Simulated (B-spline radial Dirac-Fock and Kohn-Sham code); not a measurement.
**3d5/2 photoionisation of Cu⁶⁺ near threshold**

System: copper as Cu⁶⁺, [Ar] 3d5. The computed 3d5/2 threshold is 134.2 eV; without correlation, outer thresholds are uncertain by 1 to 2 eV. With an open shell the threshold is an average over the terms of the final ion.

These are calculated numbers from a radial atomic solver; the model is a relativistic central-field model (Hartree-Slater potential of the initial state, Latter tail, multipole expansion of the photon field, Dirac-Fock thresholds). Interchannel coupling and autoionising resonances are not included, so magnitudes near threshold are approximate.

```
kinetic energy (eV)  σ (Mb)     β
                1.5    2.69  0.40
                2.3    2.67  0.42
                3.7    2.64  0.44
                5.7    2.59  0.48
                9.0    2.51  0.52
               14.0    2.38  0.58
               21.9    2.20  0.66
               34.2    1.93  0.77
               53.5    1.56  0.88
               83.7    1.13  1.01
              130.9   0.708  1.12
              204.6   0.375  1.21
              319.9   0.168  1.25
```

The cross section shows no minimum in this range. It is largest at the lowest energy, 2.69 Mb. β ranges from 0.40 (at 1.5 eV) to 1.25.

Run: 1.4 s of CPU time on 1 thread of Intel(R) Xeon(R) 6975P-C (shared host), peak memory 0.38 GiB.
